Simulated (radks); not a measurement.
Results of a calculation; reference values are marked as such.
Excited configurations of Sb III: one electron is placed in a higher orbital outside [Kr] 4d10 5s2. The ground configuration is [Kr] 4d10 5s2 5p1. Level of theory: scalar-relativistic Kohn-Sham, PBE, spin-polarised, spherical densities, finite nucleus; open shells are filled with parallel spins first (spin-orbit coupling, left out, can overturn this in heavy ions); Fermi nuclear charge, rms radius 4.6802 fm (a radial shooting solver on a logarithmic mesh with Libxc functionals). Excitation = E - E(ground); binding = E(ion) - E, where the ion is the core of charge +3; n* = 3/sqrt(2 binding) in atomic units, and the quantum defect is n - n*.

| outer orbital | excitation (eV) | binding (eV) | n* | quantum defect | eigenvalue (eV) | <r> (bohr) |
|---|---|---|---|---|---|---|
| 4f | 16.060 | 8.591 | 3.775 | 0.225 | -6.606 | 4.913 |
| 5d | 10.875 | 13.776 | 2.981 | 2.019 | -11.076 | 3.664 |
| 5f | 18.721 | 5.930 | 4.544 | 0.456 | -4.845 | 8.479 |
| 6s | 10.650 | 14.001 | 2.957 | 3.043 | -12.114 | 4.580 |
| 6p | 13.229 | 11.421 | 3.274 | 2.726 | -9.815 | 5.331 |
| 6d | 16.749 | 7.902 | 3.936 | 2.064 | -6.688 | 7.164 |
| 6f | 20.463 | 4.188 | 5.407 | 0.593 | -3.542 | 13.06 |
| 7s | 16.619 | 8.031 | 3.905 | 3.095 | -6.936 | 7.970 |
| 7p | 17.810 | 6.841 | 4.231 | 2.769 | -5.881 | 9.058 |
| 7f | 21.565 | 3.085 | 6.300 | 0.700 | -2.659 | 18.62 |

The Delta-SCF ionisation energy is 24.651 eV (NIST Atomic Spectra Database: 25.324 eV, measured). Self-interaction in the functional shifts the binding energies and quantum defects, so they are the method's values and not measured ones. Open shells are spherical and high-spin; term and fine-structure splittings are not resolved. Spin-orbit splitting is averaged out at the scalar-relativistic level.
